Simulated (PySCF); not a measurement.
## Indirect couplings

Molfile (atoms numbered from 1):
```
C7H7
     RDKit          3D

 14 14  0  0  0  0  0  0  0  0999 V2000
    2.2832   -0.1048    0.0606 C   0  0  0  0  0  0  0  0  0  0  0  0
    0.9160   -0.0448   -0.0062 C   0  0  0  0  0  0  0  0  0  0  0  0
    0.1427   -1.2535   -0.1221 C   0  0  0  0  0  0  0  0  0  0  0  0
   -1.2284   -1.1843   -0.1892 C   0  0  0  0  0  0  0  0  0  0  0  0
   -1.8564    0.0751   -0.1429 C   0  0  0  0  0  0  0  0  0  0  0  0
   -1.1293    1.2754   -0.0294 C   0  0  0  0  0  0  0  0  0  0  0  0
    0.2427    1.2269    0.0387 C   0  0  0  0  0  0  0  0  0  0  0  0
    2.8895    0.8032    0.1482 H   0  0  0  0  0  0  0  0  0  0  0  0
    2.8133   -1.0628    0.0283 H   0  0  0  0  0  0  0  0  0  0  0  0
    0.6595   -2.2162   -0.1553 H   0  0  0  0  0  0  0  0  0  0  0  0
   -1.8304   -2.0907   -0.2770 H   0  0  0  0  0  0  0  0  0  0  0  0
   -2.9484    0.1224   -0.1966 H   0  0  0  0  0  0  0  0  0  0  0  0
   -1.6568    2.2305    0.0030 H   0  0  0  0  0  0  0  0  0  0  0  0
    0.8346    2.1418    0.1263 H   0  0  0  0  0  0  0  0  0  0  0  0
  1  2  1  0
  2  3  2  0
  3  4  1  0
  4  5  2  0
  5  6  1  0
  6  7  2  0
  7  2  1  0
  1  8  1  0
  1  9  1  0
  3 10  1  0
  4 11  1  0
  5 12  1  0
  6 13  1  0
  7 14  1  0
M  CHG  1   1   1
M  END
```

Indirect spin–spin couplings were computed at B3LYP/pcJ-1 (without the spin–dipole term) (PySCF) on a PBE0-D3(BJ)/def2-SVP structure, for the isolated molecule, without vibrational or relativistic corrections. Couplings are averaged over pairs made equivalent by symmetry, fast rotation or ring inversion, so a value needn't be that of the named pair in this geometry, while other rotamers aren't included; one pair stands for each set, and the list holds a selection of those of at least 1.5 Hz over up to four bonds.

Isotopes: ¹³C, ¹H.

```tsv
pair	bonds	J (Hz)
C1, C2	1	63.3
C1, H8	1	?
C2, C3	1	?
C3, C4	1	60.8
C3, H10	1	?
C4, C5	1	55.6
C4, H11	1	186.6
C5, H12	1	178.7
C1, C3	2	?
C2, H10	2	?
C3, H11	2	1.8
C4, H12	2	1.7
C5, H11	2	?
C1, C4	3	3.1
C1, H10	3	4.4
C2, C5	3	7.7
C2, H11	3	8.0
C3, C6	3	4.9
C3, H8	3	8.3
C3, H12	3	7.9
C3, H14	3	4.3
C4, H13	3	?
C5, H10	3	7.9
H10, H11	3	?
H11, H12	3	8.3
H10, H14	4	2.4
```

Estimate the withheld couplings, with signs.

## Answers


- ¹J(C1,H8) = 179.8 Hz (bond length 1.095 Å, sp2 carbon)
- ¹J(C2,C3) = 54.6 Hz (bond length 1.440 Å)
- ¹J(C3,H10) = 183.2 Hz (bond length 1.093 Å, sp2 carbon)
- ²J(C1,C3) = 5.5 Hz (angle at C2 120°)
- ²J(C2,H10) = 4.7 Hz (angle at C3 119°)
- ²J(C5,H11) = 2.7 Hz (angle at C4 120°)
- ³J(C4,H13) = 7.2 Hz (dihedral angle 180°)
- ³J(H10,H11) = 9.2 Hz (dihedral angle 0°)
